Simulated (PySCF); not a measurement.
# Radial density of Ti²⁺ (titanium, charge +2)

PBE0, [Ar] 3d2, high-spin 3F determinant. Calculation: PySCF 2.14, in cc-pVDZ-DK (6s5p3d1f, 43 functions); scalar relativity by spin-free X2C-1e.

| r (bohr) | 4πr²ρ (e/bohr) | 4πr²(ρα − ρβ) |
| --- | --- | --- |
| 0.00124 | 0.1783 | 0.0000 |
| 0.00209 | 0.4559 | 0.0000 |
| 0.00351 | 1.141 | 0.0000 |
| 0.00591 | 2.755 | 0.0000 |
| 0.00994 | 6.250 | 0.0000 |
| 0.0167 | 12.69 | -0.0001 |
| 0.0281 | 21.29 | -0.0001 |
| 0.0473 | 26.17 | -0.0001 |
| 0.0795 | 21.79 | 0.0007 |
| 0.134 | 20.73 | 0.0083 |
| 0.225 | 28.08 | 0.0665 |
| 0.379 | 15.78 | 0.3527 |
| 0.637 | 8.280 | 1.0196 |
| 1.07 | 9.221 | 1.3443 |
| 1.80 | 2.193 | 0.6969 |
| 3.03 | 0.1406 | 0.1133 |
| 5.10 | 0.002941 | 0.0029 |
| 8.57 | 1.274e-05 | 0.0000 |

Densities and radii are taken from the X2C orbitals without a picture-change correction, which distorts them close to the nucleus.
